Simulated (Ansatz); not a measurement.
Cost and result for the atomization energy of CH2F2S2Si (`FC1(F)S[SiH2]S1`) (8 atoms, 8 bonds).

```xyz
8

F     2.236   -0.499   -0.454
C     0.959   -0.252   -0.787
F     0.911   -0.327   -2.126
S     0.440    1.405   -0.206
Si   -1.029    0.270    0.845
S    -0.166   -1.477   -0.022
H    -0.925    0.343    2.320
H    -2.426    0.537    0.431
```

Total charge 0; spin multiplicity 1. Geometry: relaxed with PBE0-D4/def2-TZVP. Program: Ansatz. All runs use 4 threads of an Intel Xeon Platinum 8259CL on a shared host. Times are those of one run each, without the atoms' runs, and a repeat can differ threefold. Electronic energies, without spin–orbit coupling; frozen cores. CCSD(T)/CBS adds CCSD(T) − MP2 in def2-TZVPP to the MP2 limit, and its time is that of the two runs behind it. T1 = 0.013. B3LYP takes the VWN-RPA correlation (the form of Gaussian; ORCA's B3LYP/G). HSE06 is the plane-wave form, built on full-range PBE exchange.

CCSD(T)/CBS is a level of theory with its own doubt, some kJ/mol a heavy atom from the limit and from the frozen cores, so smaller differences don't rank the functionals.

```csv
level,functions,wall time
LDA (SPW92)/def2-TZVPP,247,2 s
CCSD(T)/def2-SVP,106,3.1 s
PBE-D4/def2-TZVPP (with forces),247,3.8 s
HSE06-D4/def2-TZVPP,247,6.5 s
CAM-B3LYP-D4/def2-TZVPP,247,6.5 s
B3LYP-D4/def2-TZVPP (with forces),247,7.5 s
B2PLYP/def2-TZVPP,247,8 s
r2SCANh-D4/def2-TZVPP,247,8 s
B97M-V/def2-TZVPP,247,8.5 s
ωB97X-V/def2-TZVPP,247,12 s
MP2/def2-QZVPP,441,22 s
CCSD(T)/def2-TZVPP,247,43 s
CCSD(T)/CBS(def2),–,65 s
```

What atomization energy does each give, and how far from CCSD(T)/CBS? (An estimate is asked.)

Ansatz gave: 
```json
{"level": "LDA (SPW92)/def2-TZVPP", "atomization (kJ/mol)": "3356.1", "difference from CCSD(T)/CBS": "574.4", "per bond": "71.8"}
{"level": "CCSD(T)/def2-SVP", "atomization (kJ/mol)": "2531.7", "difference from CCSD(T)/CBS": "-250.0", "per bond": "-31.2"}
{"level": "PBE-D4/def2-TZVPP (with forces)", "atomization (kJ/mol)": "2898.6", "difference from CCSD(T)/CBS": "116.9", "per bond": "14.6"}
{"level": "HSE06-D4/def2-TZVPP", "atomization (kJ/mol)": "2807.3", "difference from CCSD(T)/CBS": "25.6", "per bond": "3.2"}
{"level": "CAM-B3LYP-D4/def2-TZVPP", "atomization (kJ/mol)": "2767.3", "difference from CCSD(T)/CBS": "-14.4", "per bond": "-1.8"}
{"level": "B3LYP-D4/def2-TZVPP (with forces)", "atomization (kJ/mol)": "2749.3", "difference from CCSD(T)/CBS": "-32.4", "per bond": "-4.0"}
{"level": "B2PLYP/def2-TZVPP", "atomization (kJ/mol)": "2720.1", "difference from CCSD(T)/CBS": "-61.6", "per bond": "-7.7"}
{"level": "r2SCANh-D4/def2-TZVPP", "atomization (kJ/mol)": "2780.8", "difference from CCSD(T)/CBS": "-0.9", "per bond": "-0.1"}
{"level": "B97M-V/def2-TZVPP", "atomization (kJ/mol)": "2816.3", "difference from CCSD(T)/CBS": "34.6", "per bond": "4.3"}
{"level": "ωB97X-V/def2-TZVPP", "atomization (kJ/mol)": "2818.2", "difference from CCSD(T)/CBS": "36.5", "per bond": "4.6"}
{"level": "MP2/def2-QZVPP", "atomization (kJ/mol)": "2848.3", "difference from CCSD(T)/CBS": "66.6", "per bond": "8.3"}
{"level": "CCSD(T)/def2-TZVPP", "atomization (kJ/mol)": "2672.7", "difference from CCSD(T)/CBS": "-109.0", "per bond": "-13.6"}
{"level": "CCSD(T)/CBS(def2)", "atomization (kJ/mol)": "2781.7", "difference from CCSD(T)/CBS": "0.0", "per bond": "0.0"}
```

The D4 term adds +44.7 kJ/mol with B3LYP and +22.9 kJ/mol with PBE0; it sums over pairs of atoms, weighted by their polarisabilities, and B3LYP, whose exchange is more repulsive, gets the larger term. In def2-TZVPP, CCSD(T) changes the Hartree–Fock value by +838.6 kJ/mol (the triples alone add +75.0 kJ/mol) and MP2 by +950.0 kJ/mol; breaking electron pairs costs correlation energy, which Hartree–Fock lacks. From PBE to PBE0 (25 % exact exchange), in def2-TZVPP and without D4, the atomization energy moves by −90.0 kJ/mol: exact exchange takes away binding that semilocal exchange gives to molecules.
